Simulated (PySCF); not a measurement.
An unknown gives this computed stick spectrum. Level of theory: TDDFT PBE0/def2-SVPD, vertical, gas phase, core orbitals frozen in the response in PySCF. Geometries: GFN2-xTB, one conformer each.

```csv
state,E (eV),λ (nm),f
S1,5.60,221.3,0.052
S2,6.05,204.8,0.0033
S3,6.54,189.7,0.026
S4,6.65,186.5,0.024
S5,6.98,177.6,0.035
S6,7.03,176.4,0.0073
S7,7.13,174.0,0.011
S8,7.21,171.9,0.0027
```

Triplets computed (Tamm–Dancoff): 3.58, 5.74, 5.99 eV.

Orbital energies (eV): HOMO-3 -8.54, HOMO-2 -8.15, HOMO-1 -7.79, HOMO -6.80, LUMO -0.29, LUMO+1 0.80, LUMO+2 1.36.

Problem. Which structure fits? All have the formula C7H7FO.
A. `C=C1C=CC(OC)=C1F`
B. `CO[C@]12C=C[C@]3(F)[C@H]1[C@@H]32`
C. `C#C/C=C(/F)[C@@H](C)C=O`
D. `C=C[C@](C)(F)C#CC=O`

Solution. B. Its S1, at 5.60 eV, is the highest among the candidates; the nearest of the others has S1 at 4.31 eV. S1 is HOMO→LUMO (96%). Löwdin shares by element: HOMO carbon 76% or more (atoms not listed hold the other 24%); LUMO carbon 73% or more (atoms not listed hold the other 27%). At the same level the other candidates give, for their lowest levels:
- `C=C1C=CC(OC)=C1F`: 3.05 eV (f 0.013); 5.15 eV (f 0.375); 5.48 eV (f 0.003); 6.04 eV (f 0.000); 6.28 eV (f 0.018); T1 2.07 eV; HOMO -6.02, LUMO -1.90 eV
- `C#C/C=C(/F)[C@@H](C)C=O`: 4.31 eV (f 0.000); 4.93 eV (f 0.001); 5.35 eV (f 0.103); 5.55 eV (f 0.004); 5.67 eV (f 0.062); T1 3.42 eV; HOMO -7.22, LUMO -1.17 eV
- `C=C[C@](C)(F)C#CC=O`: 3.81 eV (f 0.000); 4.91 eV (f 0.004); 5.28 eV (f 0.120); 5.67 eV (f 0.133); 6.45 eV (f 0.003); T1 3.20 eV; HOMO -8.14, LUMO -2.18 eV
